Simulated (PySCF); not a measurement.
**K₂Cl⁺: one-bond stretch**

Computed with PBE0 in PySCF with Cl def2-TZVP, K def2-TZVP; no relativity; density-fitted integrals.

Rigid scan from the singlet minimum (Cl–K 2.821 Å (×2); K–Cl–K 180.0°). Coordinate: the bond from Cl to the last atom (K) scaled, the rest fixed. Energies in kJ/mol from the minimum.

```json
{"scale of one bond": "0.92", "E (kJ/mol)": "10.5", "dipole size (D, about the centre of mass)": "0.83"}
{"scale of one bond": "0.96", "E (kJ/mol)": "2.3", "dipole size (D, about the centre of mass)": "0.42"}
{"scale of one bond": "1.00", "E (kJ/mol)": "0.0", "dipole size (D, about the centre of mass)": "0.00"}
{"scale of one bond": "1.05", "E (kJ/mol)": "2.5", "dipole size (D, about the centre of mass)": "0.53"}
{"scale of one bond": "1.12", "E (kJ/mol)": "11.5", "dipole size (D, about the centre of mass)": "1.28"}
{"scale of one bond": "1.20", "E (kJ/mol)": "25.1", "dipole size (D, about the centre of mass)": "2.15"}
{"scale of one bond": "1.35", "E (kJ/mol)": "51.2", "dipole size (D, about the centre of mass)": "3.80"}
{"scale of one bond": "1.55", "E (kJ/mol)": "80.0", "dipole size (D, about the centre of mass)": "–"}
{"scale of one bond": "1.80", "E (kJ/mol)": "105.6", "dipole size (D, about the centre of mass)": "–"}
{"scale of one bond": "2.20", "E (kJ/mol)": "131.0", "dipole size (D, about the centre of mass)": "–"}
```

At long bonds a restricted determinant can lie too high, and another spin state can fall below this curve.

Other isomers or separated fragments may lie lower.
